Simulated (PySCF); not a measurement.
O2Ti, SMILES [O]=[Ti]=[O] (connectivity only; charge and spin as stated), charge -1, multiplicity 2. Atoms are numbered in the order given.

```xyz
3

Ti     0.0000     0.0000    -0.3960
O      0.0000     1.3832     0.5445
O      0.0000    -1.3832     0.5445
```
Charge -1, spin multiplicity 2.

Coordinates come from a r2SCAN-D4/def2-TZVPD optimisation. The spin state was assumed, not searched. The isomer is the one that the SMILES or the coordinates give; other isomers of the formula were not compared.

These are PySCF with CAM-B3LYP/def2-TZVPD values and carry that method's errors.

Mulliken values depend strongly on the basis, most of all with diffuse functions as here. ESP charges are fitted to the potential on shells at 1.4 to 2.0 van der Waals radii. Atomic charges (e):

| atom | ESP fit | Mulliken | meta-Löwdin | Mulliken spin |
|---|---|---|---|---|
| Ti1 | 0.03 | 0.67 | 0.69 | 1.22 |
| O2 | -0.51 | -0.84 | -0.85 | -0.11 |
| O3 | -0.51 | -0.84 | -0.85 | -0.11 |
